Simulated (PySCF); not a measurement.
imidazole cation (C3H4N2), SMILES c1c[nH]cn1 (connectivity only; charge and spin as stated), charge +1, multiplicity 2.

The structure is a stationary point at PBE-D3(BJ)/def2-SVP. The multiplicity is an assumed one; other spin states were not compared.

The numbers are results of PBE-D3(BJ)/def2-SVP run with PySCF, not measurements.

Harmonic, unscaled wavenumbers; measured fundamentals usually lie a few per cent lower.

```
mode  ν (cm⁻¹)  IR (km/mol)  moving atoms (share of kinetic energy)
----  --------  -----------  --------------------------------------
1          397         12.3                  H 42 %, N 35 %, C 24 %
2          518          2.5                  H 40 %, N 31 %, C 29 %
3          666        101.7                          H 86 %, C 10 %
4          733         34.0                          H 84 %, C 13 %
5          813          5.5                          C 56 %, N 40 %
6          843          0.6                  H 49 %, C 39 %, N 11 %
7          890          2.4                  N 55 %, C 30 %, H 15 %
8          890          2.0                          H 55 %, C 40 %
9          940         14.8                  C 43 %, H 42 %, N 14 %
10        1018         16.1                  H 42 %, C 40 %, N 18 %
11        1095         42.7                  H 77 %, C 12 %, N 11 %
12        1202          4.5                  C 53 %, H 28 %, N 19 %
13        1236         30.7                  H 47 %, N 28 %, C 26 %
14        1243          0.7                          H 69 %, C 27 %
15        1393         80.8                  H 49 %, C 33 %, N 18 %
16        1408         62.7                   C 51 %, N 40 %, H 9 %
17        1507         19.5                  C 50 %, N 27 %, H 23 %
18        3167         24.8                           H 91 %, C 9 %
19        3173         41.2                           H 91 %, C 9 %
20        3185         22.9                          H 90 %, C 10 %
21        3474        219.5                                  H 92 %
```
